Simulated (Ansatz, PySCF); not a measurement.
Noncovalent pair: H2O (SMILES O) (first 3 atoms) with CHN (SMILES C#N); geometry from B3LYP-D3(BJ)/def2-TZVP, rigid monomers moved along the line of their centres of mass till O1···H6 is 3.62 Å.
(charge 0, multiplicity 1):
```xyz
6

O     -0.08341    -0.07771    -0.10327
H      0.70905    -0.23245    -0.62767
H     -0.82821    -0.23088    -0.69383
C     -0.28733    -0.35211     4.57731
N     -0.33627    -0.43888     5.72005
H     -0.24128    -0.27388     3.50396
```

Counterpoise-corrected where a basis set is named; no monomer relaxation. Rows marked so take none.

Frozen-core correlation. Rows in STO-3G carry no dispersion term and start afresh at each structure.

The values were computed with Ansatz (Gaussian orbitals); PySCF for STO-3G rows, the dispersion terms. Each number belongs to the level named beside it.

Problem. What interaction energy does HF/STO-3G (no counterpoise) give?

Solution. -47 meV

Ansatz is an electronic-structure program.
